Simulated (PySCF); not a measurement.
## How methods differ on the ionisation energy of Ge

Ge [Ar] 3d10 4s2 4p2 (3P) → Ge⁺ [Ar] 3d10 4s2 4p1 (2P), as a difference of total energies. Computed with PySCF 2.14 in aug-cc-pVDZ-DK, with the spin-free X2C one-electron Hamiltonian (Gaussian nucleus). Correlated levels: valence: [Ar] 3d10 frozen. The calculations carry no spin-orbit coupling.

| method | ionisation energy (eV) | error (eV) |
| --- | --- | --- |
| UHF | 7.413 | -0.512 |
| M06-2X | 7.752 | -0.173 |
| PBE | 7.903 | -0.022 |
| MP2 (valence) | 7.679 | -0.246 |
| SCS-MP2 (valence) | 7.609 | -0.316 |
| CCSD (valence) | 7.707 | -0.218 |
| CCSD(T) (valence) | 7.719 | -0.206 |

Reference: 7.925 eV (measured; NIST levels, between the centres of gravity of the two terms).

Errors of the correlated levels include the incompleteness of this basis and the frozen core.
